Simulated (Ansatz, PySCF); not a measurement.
Dissociation curve of Mg2, singlet.

Methods: RCCSDT = CCSDT on RHF/cc-pVTZ, frozen core in Ansatz (an electronic-structure program); RKS-LDA (SVWN5)/6-31G* = restricted LDA (SVWN5)/6-31G*, spherical d run with PySCF; UCCSDT(Q) = Ansatz with CCSDT(Q) on UHF/cc-pVTZ, frozen core; FCI = full CI/cc-pVTZ, frozen core (Ansatz).

Energies relative to the lowest point of each curve near equilibrium, in kJ/mol:

```json
[
 {"R / Å": "2.88", "RCCSDT": "25.9", "RKS-LDA (SVWN5)/6-31G*": "14.4", "UCCSDT(Q)": "25.8"},
 {"R / Å": "3.07", "RCCSDT": "13.0", "RKS-LDA (SVWN5)/6-31G*": "4.7", "UCCSDT(Q)": "12.8"},
 {"R / Å": "3.60", "RCCSDT": "1.0", "RKS-LDA (SVWN5)/6-31G*": "0.9", "UCCSDT(Q)": "0.9"},
 {"R / Å": "3.74", "RCCSDT": "0.3", "RKS-LDA (SVWN5)/6-31G*": "2.2", "UCCSDT(Q)": "0.3"},
 {"R / Å": "3.86", "RCCSDT": "0.0", "RKS-LDA (SVWN5)/6-31G*": "3.6", "UCCSDT(Q)": "0.0"},
 {"R / Å": "3.99", "RCCSDT": "0.0", "RKS-LDA (SVWN5)/6-31G*": "5.3", "UCCSDT(Q)": "0.0"},
 {"R / Å": "4.17", "RCCSDT": "0.2", "RKS-LDA (SVWN5)/6-31G*": "7.5", "UCCSDT(Q)": "0.2"},
 {"R / Å": "4.50", "RCCSDT": "0.8", "RKS-LDA (SVWN5)/6-31G*": "11.2", "UCCSDT(Q)": "0.8"},
 {"R / Å": "5.38", "RCCSDT": "2.4", "RKS-LDA (SVWN5)/6-31G*": "17.2", "UCCSDT(Q)": "2.5"},
 {"R / Å": "6.44", "RCCSDT": "3.3", "RKS-LDA (SVWN5)/6-31G*": "19.8", "UCCSDT(Q)": "3.5"},
 {"R / Å": "8.76", "RCCSDT": "3.8", "RKS-LDA (SVWN5)/6-31G*": "20.7", "UCCSDT(Q)": "4.0"},
 {"R / Å": "10.72", "RCCSDT": "3.9", "RKS-LDA (SVWN5)/6-31G*": "20.7", "UCCSDT(Q)": "4.1"}
]
```

### Question
What does FCI give at the same points?

### Answer
2.88: 25.5; 3.07: 12.7; 3.60: 0.9; 3.74: 0.2; 3.86: 0.0; 3.99: 0.0; 4.17: 0.2; 4.50: 0.8; 5.38: 2.5; 6.44: 3.5; 8.76: 4.0; 10.72: 4.1 (kJ/mol).

The unrestricted determinant behind UCCSDT(Q) is spin-contaminated at 2.74 to 3.74 Å (<S²> up to 0.6, against 0.00 for a pure singlet).
